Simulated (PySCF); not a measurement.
**Electron correlation in S (sulfur, neutral)**

[Ne] 3s2 3p3 3d1, high-spin 5D determinant (an excited configuration). Computed with PySCF 2.14 in x2c-QZVPPall with one added diffuse shell each of s, p, d, f type (10s7p5d3f1g, 86 functions), with the spin-free X2C one-electron Hamiltonian (Gaussian nucleus). Frozen: 1s2; 14 electrons correlated.

```tsv
level	correlation energy (mhartree)
CCSD	-307.15
(T)	-6.55
CCSD(T)	-313.70
```

Diagnostics: T1 = 0.0045, D1 = 0.0128, largest double amplitude 0.040.

**Question.** Is a single reference adequate?

**Answer.** Yes: T1 lies below 0.03 and no double amplitude reaches 0.07.

This basis was not built for core-valence correlation, so the inner-shell part is incomplete.
